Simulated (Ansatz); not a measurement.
`C[O][Ga]([F])[Cl]`. Total charge 0; spin multiplicity 1.

| atom | x (Å) | y (Å) | z (Å) |
| --- | --- | --- | --- |
| C1 | 0.547 | -0.560 | 1.042 |
| O2 | 0.596 | -0.418 | -0.366 |
| Ga3 | -0.542 | 0.583 | -1.250 |
| F4 | -1.774 | 1.429 | -0.352 |
| Cl5 | -0.471 | 0.794 | -3.341 |
| H6 | 0.408 | -1.616 | 1.291 |
| H7 | -0.262 | 0.014 | 1.506 |
| H8 | 1.497 | -0.226 | 1.469 |

**Question.** List the harmonic frequencies (cm⁻¹, unscaled) at PBE0-D4/def2-TZVP in Ansatz. (Best estimate.)

**Answer.** The calculation gave: 64, 88, 99, 157, 184, 271, 443, 650, 701, 1115, 1176, 1207, 1480, 1493, 1501, 3024, 3098, 3102.

**Question.** Is this a minimum?

**Answer.** Yes, all 18 modes are real.

**Question.** Give the ideal-gas thermochemistry at 298.15 K and 1 bar (rigid rotor, harmonic oscillator; point group Cs, symmetry number 1).

**Answer.** Zero-point energy 118.8 kJ/mol; H(298) − E = 140.7 kJ/mol; entropy 369.9 J/(mol·K), of which translation 171.8, rotation 115.9, vibration 82.2; G(298) − E = 30.4 kJ/mol. Modes under 100 cm⁻¹ are hindered rotations or soft bends, so the harmonic entropy is rough.

**Question.** And at 400, 500, 600, 800 and 1000 K?

**Answer.** 
```json
{"T (K)": "400", "H − E (kJ/mol)": "151.2", "S (J/mol/K)": "400.2", "G − E (kJ/mol)": "-8.9"}
{"T (K)": "500", "H − E (kJ/mol)": "162.6", "S (J/mol/K)": "425.7", "G − E (kJ/mol)": "-50.2"}
{"T (K)": "600", "H − E (kJ/mol)": "175.0", "S (J/mol/K)": "448.2", "G − E (kJ/mol)": "-93.9"}
{"T (K)": "800", "H − E (kJ/mol)": "201.8", "S (J/mol/K)": "486.6", "G − E (kJ/mol)": "-187.5"}
{"T (K)": "1000", "H − E (kJ/mol)": "230.8", "S (J/mol/K)": "519.0", "G − E (kJ/mol)": "-288.2"}
```
